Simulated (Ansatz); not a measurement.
Reactions of `N=CB(O)Cl`.

Program: Ansatz. Geometries: PBE0-D4/def2-TZVP. ΔE: electronic, gas phase. CCSD(T)/CBS is the MP2 limit (def2-TZVPP, def2-QZVPP) plus CCSD(T) − MP2 in def2-TZVPP, frozen cores. This one scheme is used for every species, atoms too. Functionals use def2-TZVPP. Open shells (•) are unrestricted, without spin–orbit coupling. Spin–orbit coupling would lower the free atoms: a little for B, C, Cl, O. Elements past krypton have def2 core potentials. For Sn outer-core shells are correlated without core-valence functions, so the limit isn't a true one: a few kJ/mol of doubt a bond, and 10 to 20 or more in all where bonds break to atoms. Each species was taken in one conformer, which may not be the lowest.

```
                                                reaction  ωB97X-V (kJ/mol)  CCSD(T)/CBS(def2) (kJ/mol)
               `N=CB(O)Cl` + `NBCl` → `N=CNBCl` + `OBCl`                34                          40
                `N=CB(O)Cl` + CH₃SH → `CSB(O)Cl` + `C=N`               -58                         -59
       `N=CB(O)Cl` + `O[SiH3]` → `OB(Cl)O[SiH3]` + `C=N`              -119                        -117
                               `N=CB(O)Cl` → `BOC(=N)Cl`               191                         205
             `N=CB(O)Cl` + SiH₄ → `OB([SiH3])Cl` + `C=N`                27                          27
            `N=CB(O)Cl` → B• + C• + Cl• + 3 H• + N• + O•              3266                        3252
                  `N=CB(O)Cl` + HCl → `OB(Cl)Cl` + `C=N`               -67                         -64
                        `N=CB(O)Cl` + H₂ → `N=CBO` + HCl                65                          65
                   `N=CB(O)Cl` + H₂O → `OB(O)Cl` + `C=N`              -116                        -110
`N=CB(O)Cl` + `C[O][SnH3]` → `C[O][SnH2][CH]=N` + `OBCl`                27                          20
```

Largest T1 diagnostic: 0.014, for `N=CBO`.
